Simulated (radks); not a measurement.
Results of a calculation; reference values are marked as such.
P, 15 electrons, occupied as [Ne] 3s2 3p3.

Level of theory: scalar-relativistic Kohn-Sham, PBE, spin-polarised, spherical densities, point nucleus; open shells are filled with parallel spins first; hard spherical wall at 12 bohr (a radial shooting solver on a logarithmic mesh with Libxc functionals).

Energy parts (hartree):
| part | energy |
|---|---|
| total | -341.97091 |
| kinetic | 343.05333 |
| electron-nucleus | -815.73370 |
| Hartree | 153.78973 |
| exchange-correlation | -23.08027 |

Orbitals (lengths in bohr, moments of r in powers of bohr):
orbital	occ.	eigenvalue (hartree)	<r>	<r^2>	<r^4>
1s up	1	-76.57722	0.1036	0.01445	0.0005402
1s down	1	-76.56636	0.1036	0.01445	0.0005400
2s up	1	-6.38103	0.5198	0.3223	0.1908
2s down	1	-6.36976	0.5197	0.3220	0.1899
2p up	3	-4.56395	0.4854	0.2960	0.1930
2p down	3	-4.54863	0.4853	0.2956	0.1913
3s up	1	-0.54393	1.892	4.155	29.23
3s down	1	-0.44387	1.904	4.244	31.60
3p up	3	-0.23087	2.327	6.477	79.99
3p down	0	-0.13682	2.468	7.442	114.0
4s up	0	-0.01119	6.025	40.02	2156
4p up	0	0.03536	6.802	50.40	3213
3d up	0	0.05343	5.975	40.44	2344

The highest occupied level is 3p up at -6.282 eV. The density falls to 0.001 e/bohr^3 at r = 4.22 bohr. The pressure on the wall is 0.000101 GPa.
